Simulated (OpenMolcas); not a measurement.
**Tc5+: moving or changing the point charges**

Tc5+ among 6 point charges of -1.7 e arranged as an octahedron (Oh), 2.09 Å from the ion.
```
   2.0900    0.0000    0.0000  -1.70
   0.0000    2.0900    0.0000  -1.70
  -2.0900    0.0000    0.0000  -1.70
   0.0000   -2.0900    0.0000  -1.70
   0.0000    0.0000    2.0900  -1.70
   0.0000    0.0000   -2.0900  -1.70
```

| Quantity | Value |
| --- | --- |
| Program | OpenMolcas 26.06 |
| Method | CASSCF |
| Basis | ANO-RCC-VDZP [6s5p3d1f] |
| Scalar Hamiltonian | DKH2, point nucleus |
| Active space | 2 electrons in 5 orbitals (4d) |
| State averaging | 2S+1 = 3 even, 10 roots; 2S+1 = 1 even, 15 roots |
| Spin-orbit coupling | RASSI with atomic mean-field integrals over the reference wave functions |

Runs around this geometry, states (labels of O, the rotations of Oh). Energies in cm-1 above the lowest state or level, χT in cm3 K/mol; under a threefold ground state the first gap can be a small split of the lowest multiplet, not the spin-orbit step; 10Dq and B are least-squares fits to the states below 45000 cm-1, weighted by degeneracy, with a free offset, and given where the rms deviation is under 5 % of |10Dq| (or 100 cm-1) and under 700 cm-1.

```
R (Å)  q (e)  Ground state  First state of that spin   10Dq  B (rms of fit)  First gap with spin-orbit (degeneracies)  χT at 300 K  First state of another spin
 1.99   -1.1           3T1                  3T2 3783   4541        940 (26)                              401.0 (2, 3)        0.149                    1T2 13435
 1.79   -1.7           3T1                 3T2 10033  11547        938 (90)                              207.7 (2, 3)        0.183                    1T2 13686
 2.09   -1.7           3T1                  3T2 4588   5470        941 (33)                              368.0 (2, 3)        0.148                    1T2 13546
```

Taking |10Dq| as R^-n, n = -ln(5470 / 11547) / ln(2.09 / 1.79) = 4.8 between the shortest and longest distance. The point-charge formula for a cubic d site gives n = 5.

An orbital triplet at a regular site is open to Jahn-Teller coupling, which can distort the site and quench the lowest spin-orbit gaps and is left out. Without dynamic correlation the repulsion within the d shell is too large (B by tens of per cent), so at a given field states of lower spin stand too high. This field is weak: 10Dq is about 4541 cm-1, while octahedral complexes of 4d ions of charge 3 and more, computed by the same method with explicit ligands, had a median near 25000 cm-1. Ground spin and moment need not be those of a real site (figures for R = 1.99, q = -1.1; the like holds for R = 1.79, q = -1.7, R = 2.09, q = -1.7). Point charges carry no covalency, so the field is a model and not that of real ligands. No measured value stands beside these numbers.
